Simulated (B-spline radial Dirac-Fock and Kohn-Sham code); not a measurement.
**Binding energies of W⁵⁵⁺ at several levels of theory**

System: the W⁵⁵⁺ ion, configuration [Ar] 3d1.

The density-functional columns are spherical, spin-unpolarised Dirac-Kohn-Sham results without Breit or QED terms: −ε is minus the orbital energy of the initial state and ΔSCF the difference of two total energies. The reference in the last column comes from Dirac-Fock energy differences between relaxed states, corrected for Breit and QED terms. All numbers are from a radial finite-basis atomic code, in eV; a selection of levels is shown. For the 1s level of heavy atoms much of the gap between ΔSCF and the reference is the Breit and QED part, -351.9 eV here; for other levels the error of the functional can be larger.

| level | LDA −ε | LDA ΔSCF | Dirac-Fock |
| --- | --- | --- | --- |
| K (1s) | 73228.8 | 73834.7 | 73495.0 |
| L1 (2s) | 15772.1 | 15918.5 | 15956.7 |
| L2 (2p1/2) | 15290.6 | 15468.8 | 15427.4 |
| L3 (2p3/2) | 13919.5 | 14078.2 | 14067.1 |
| M1 (3s) | 6076.4 | 6137.9 | 6161.2 |
| M2 (3p1/2) | 5890.7 | 5956.1 | 5943.1 |
| M3 (3p3/2) | 5542.2 | 5603.6 | 5598.2 |
| M4,5 (3d) | 5227.1 | 5297.8 | 5295.2 |

Values without a named source are computed, but for edge energies of neutral atoms, which are taken from tables.
